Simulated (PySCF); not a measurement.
siletan-1-amine (C3H9NSi), SMILES N[SiH]1CCC1. The structure is a stationary point at PBE-D3(BJ)/def2-SVP. Other conformers were not sampled.

Computed equilibrium geometry at PBE-D3(BJ)/def2-SVP (PySCF confirms it by a frequency run) as Cartesian coordinates in Å (one conformer of several):
```xyz
14

N      2.1436    -0.2542    -0.2976
Si     0.5650     0.3503     0.1123
C     -0.9531     0.4025    -1.0554
C     -1.7874    -0.0699     0.1760
C     -0.6790    -0.7593     1.0331
H      2.2530    -1.1144    -0.8388
H      2.9055     0.3985    -0.4913
H      0.8124     1.6772     0.7823
H     -1.2851     1.3313    -1.5597
H     -0.8894    -0.4024    -1.8193
H     -2.6561    -0.7180    -0.0697
H     -2.1901     0.8110     0.7197
H     -0.7978    -0.7258     2.1336
H     -0.5513    -1.8215     0.7318
```
Charge 0, spin multiplicity 1.
